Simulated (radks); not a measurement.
Results of a calculation; reference values are marked as such.
Question: The nitrogen ion N4+, [He] 2s1. Level of theory: non-relativistic Kohn-Sham, PBE, spin-polarised, spherical densities, point nucleus (a radial shooting solver on a logarithmic mesh with Libxc functionals). Every spin shell is full or empty, so the densities are truly spherical. Functionals are evaluated on that one density, not self-consistently. Rank these exchange functionals by their error against the exact value of the orbitals, and give that value: LDA, PBEsol, revPBE, RPBE, OPTX, WC, SOGGA, G96, TPSS, Tao-Mo.

Answer: Exact: -4.66478 hartree. From best to worst, with 100 (|E| - |E exact|)/|E exact| (equal figures are ties): revPBE +0.01, G96 -0.12, OPTX -0.16, RPBE +0.30, TPSS +0.36, Tao-Mo +0.48, WC -3.32, PBEsol -5.59, SOGGA -5.77, LDA -13.29.
